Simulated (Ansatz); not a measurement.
Reaction (formal exchange of groups at the Sn–C bond): `C#C[CH](F)[SnH3]` + `CBCC` → `CC[BH][SnH3]` + `C#CC(C)F`

Isolated molecules relaxed with PBE0-D4/def2-TZVP in Ansatz; ΔE leaves out vibrations. CCSD(T)/CBS is the MP2 limit (def2-TZVPP, def2-QZVPP) plus CCSD(T) − MP2 in def2-TZVPP, frozen cores. DFT in def2-TZVPP. def2 core potentials past Kr. For Sn outer-core shells are correlated without core-valence functions, which leaves a few kJ/mol of doubt a bond. One conformer a species, not always the lowest.

```
  level  ΔE (kcal/mol)
PBE0-D4            2.6
 r2SCAN            3.7
```

(1) What does CCSD(T)/CBS give? (Best estimate.)

Largest T1 diagnostic among the species: 0.013.

## Answers

(1) Ansatz gave: +1.9 kcal/mol. The listed levels differ from it by 0.7, 1.8 kcal/mol.

In def2-TZVPP, CCSD(T) changes the Hartree–Fock value by +1.3 kcal/mol (the triples alone add +0.4 kcal/mol) and MP2 by +2.1 kcal/mol. From PBE to PBE0 (25 % exact exchange), in def2-TZVPP and without D4, ΔE moves by −1.0 kcal/mol.
